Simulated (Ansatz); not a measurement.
Gas-phase electronic energies from Ansatz, PBE0-D4/def2-TZVP geometries. CCSD(T)/CBS adds triple-zeta CCSD(T) − MP2 to the extrapolated MP2 energy (def2 sets, frozen cores). Each species was taken in one conformer, which may not be the lowest.

Consider the redistribution: `C[SiH2][SiH2]N` + `[OH][Al]([SH])[CH2]F` → `C[SiH2][SiH2]CF` + `[NH2][Al]([OH])[SH]`.

```csv
species,CCSD(T)/CBS(def2) energy (Eh)
`C[SiH2][SiH2]N`,-676.35821
`[OH][Al]([SH])[CH2]F`,-855.30827
`C[SiH2][SiH2]CF`,-759.46225
`[NH2][Al]([OH])[SH]`,-772.22585
```

(1) Work out ΔE.

(2) What do rigid-rotor, harmonic-oscillator terms from PBE0-D4/def2-TZVP frequencies (298.15 K, 1 bar) make of the CCSD(T)/CBS value? (An estimate is asked.)

Largest T1 diagnostic among the species: 0.012.

Answers

(1) ΔE = (-759.46225) + (-772.22585) − (-676.35821) − (-855.30827) = -0.02162 Eh = -56.8 kJ/mol.

(2) Ansatz gave: ΔZPE = +1.2 kJ/mol, ΔH = -56.2 kJ/mol, ΔS = -14 J/(mol·K), ΔG = -52.2 kJ/mol. Modes under 50 cm⁻¹ make the entropy rough.

At CCSD(T), def2-SVP lies −5.8 kJ/mol from the extrapolated value and def2-TZVPP −0.6 kJ/mol. Leaving LDA and LC-ωPBE aside and taking each functional with its dispersion term where it has one, the values, not all of them listed here, spread over 5.3 kJ/mol, from r2SCANh-D4 to PBE-D4. LDA lies −3.3 kJ/mol from PBE without D4. In def2-TZVPP, CCSD(T) changes the Hartree–Fock value by −3.7 kJ/mol (the triples alone add −0.2 kJ/mol) and MP2 by −4.4 kJ/mol.
